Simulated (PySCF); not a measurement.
# Working out the excitation energy of Pt

Pt [Xe] 4f14 5d9 6s1 (3D) → Pt [Xe] 4f14 5d8 6s1 7s1 (5F). Calculation: PySCF 2.14, in aug-cc-pVDZ-PP with ECP60MDF (5s5p4d2f, 54 functions); a scalar-relativistic core potential. Frozen: 5s2 5p6. Energies in hartree (1 hartree = 27.21139 eV):

| part | Pt (lower) | Pt (upper) |
| --- | --- | --- |
| UHF | -118.512714 | -118.311467 |
| MP2 opposite-spin | -0.171520 | -0.123168 |
| MP2 same-spin | -0.094804 | -0.080845 |

Q: What does Hartree-Fock give?

A: (-118.311467) − (-118.512714) = 0.201247 hartree = 5.476 eV.

Q: What do MP2 and SCS-MP2 (6/5 opposite-spin, 1/3 same-spin) give?

A: The opposite-spin parts differ by 1.316 eV and the same-spin parts by 0.380 eV. MP2: 5.476 + (1.316) + (0.380) = 7.172 eV. SCS-MP2: 5.476 + 1.2 × (1.316) + (0.380)/3 = 7.182 eV.

A double-zeta basis recovers only part of the correlation energy.
